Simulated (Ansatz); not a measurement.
Geometry optimisation, RKS PBE0/def2-SVP in Ansatz.

Input:

```yaml
crystal:
  periodic: [false, false, false]
  atoms:
    - { symbol: Ti, position_ang: [-0.012566, 0.110102, 0.060058] }
    - { symbol: "N", position_ang: [0.05686, 0.151547, 2.060938] }
    - { symbol: H, position_ang: [-0.794902, 0.118107, 2.618542] }
    - { symbol: H, position_ang: [0.740237, 0.754251, 2.517047] }
    - { symbol: Cl, position_ang: [2.057033, 0.412934, -0.628949] }
    - { symbol: "N", position_ang: [-0.982763, 1.567416, -0.493572] }
    - { symbol: H, position_ang: [-1.717566, 1.50902, -1.196198] }
    - { symbol: H, position_ang: [-0.830808, 2.528688, -0.197514] }
    - { symbol: F, position_ang: [-0.939569, -1.207564, -0.574116] }
    - { symbol: Cl, position_ang: [1.490866, -2.896757, 1.26678] }
    - { symbol: H, position_ang: [1.030577, -1.874545, 1.993983] }
basis:
  gaussian: { orbitals: def2-SVP }
hamiltonian:
  xc: pbe0
relax:
  f_tol: 0.03
  max_steps: 50
output:
  orbitals: {}
```

Launched with:

```bash
$ ansatz run input.yaml --threads 4 --pin off --max-ram 5120MiB --backend cpu --events-out ev --progress --plain --runs-dir out
```

Where does it end, and by what steps?

The forces met the threshold. The force dipped under the threshold on the way, but the program's further checks kept it going. After 19 steps the energy has fallen by 0.237 eV; Cl10 moved furthest, 1.19 Å.

```
step  energy less start (eV)  largest force component (eV/Å)  accepted
   0                  0.0000                           1.784       yes
   1                 -0.1583                           0.520       yes
   2                 -0.1960                           0.316       yes
   3                 -0.1942                           0.704        no
   4                 -0.2070                           0.154       yes
   5                 -0.2135                           0.204       yes
   6                 -0.2209                           0.101       yes
   7                 -0.2206                           0.431        no
   8                 -0.2261                           0.035       yes
   9                 -0.2293                           0.114       yes
  10                 -0.2307                           0.186       yes
  11                 -0.2325                           0.094       yes
  12                 -0.2337                           0.076       yes
  13                 -0.2344                           0.078       yes
  14                 -0.2354                           0.044       yes
  15                 -0.2359                           0.034       yes
  16                 -0.2361                           0.032       yes
  17                 -0.2364                           0.021       yes
  18                 -0.2365                           0.014       yes
  19                 -0.2365                           0.017       yes
```

```xyz
11
Properties=species:S:1:pos:R:3
Ti -0.129 0.153 -0.116
N 0.035 -0.049 1.740
H -0.690 -0.438 2.341
H 0.699 0.490 2.296
Cl 1.907 0.237 -0.968
N -0.986 1.758 -0.406
H -1.424 1.979 -1.299
H -1.068 2.541 0.236
F -1.102 -1.101 -0.825
Cl 1.737 -2.735 2.425
H 1.119 -1.660 2.003
```

Whether the end is a true minimum wasn't checked by a vibrational analysis.

Run time: 110 s on 4 threads of AMD EPYC 7R43 64-Core Processor (Zen 3) (shared host), peak memory 0.39 GiB.
